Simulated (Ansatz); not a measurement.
A geometry optimisation of C5H7BCl2 with PBE-D3(BJ)/def2-SVP

The starting geometry of this gas-phase singlet was optimised with GFN2-xTB; its bonds are those of `C/C=C\C=C/B(Cl)Cl`.

```yaml
atoms:
  - { symbol: C, position_ang: [-1.7758, -1.8035, -3.1814] }
  - { symbol: C, position_ang: [-1.3630, -1.2799, -1.8459] }
  - { symbol: C, position_ang: [-0.1071, -1.0298, -1.4476] }
  - { symbol: C, position_ang: [1.0522, -1.2284, -2.2686] }
  - { symbol: C, position_ang: [2.3397, -0.9736, -1.9342] }
  - { symbol: B, position_ang: [2.9597, -0.4290, -0.6371] }
  - { symbol: Cl, position_ang: [4.6809, -0.1992, -0.6002] }
  - { symbol: Cl, position_ang: [2.1102, -0.0264, 0.8116] }
  - { symbol: H, position_ang: [-1.2071, -2.6925, -3.4493] }
  - { symbol: H, position_ang: [-1.6030, -1.0534, -3.9538] }
  - { symbol: H, position_ang: [-2.8330, -2.0548, -3.1850] }
  - { symbol: H, position_ang: [-2.1674, -1.0792, -1.1511] }
  - { symbol: H, position_ang: [0.0583, -0.6478, -0.4521] }
  - { symbol: H, position_ang: [0.8584, -1.6141, -3.2622] }
  - { symbol: H, position_ang: [3.0635, -1.1874, -2.7142] }
```

Predict what it relaxes into with PBE-D3(BJ)/def2-SVP.

It keeps its bonds, and is `C/C=C\C=C/B(Cl)Cl`.

The energy falls by 0.19 eV over 15 steps:

```
step  E − E(last) (eV)
   1             0.189
   3             0.061
   4             0.057
   6             0.030
   7             0.027
   9             0.003
  10             0.003
  12             0.000
  13             0.000
  15             0.000
```

Final geometry (Å):

```xyz
15

C    -1.8279   -1.7842   -3.2122
C    -1.3811   -1.1904   -1.9160
C    -0.1066   -0.9607   -1.4851
C     1.0891   -1.2646   -2.2383
C     2.4004   -1.0622   -1.8760
B     3.0199   -0.4677   -0.6005
Cl    4.7886   -0.3657   -0.4954
Cl    2.1200    0.1391    0.8049
H    -0.9970   -2.0612   -3.8873
H    -2.4910   -1.0764   -3.7557
H    -2.4423   -2.6931   -3.0320
H    -2.1955   -0.9043   -1.2262
H     0.0260   -0.5105   -0.4906
H     0.9200   -1.7175   -3.2322
H     3.1441   -1.3794   -2.6285
```

No frequencies were run, so the end isn't proven a minimum. Run with Ansatz 0.2.0, 28 s on 4 threads of Arm Neoverse V1, with other jobs on the host.
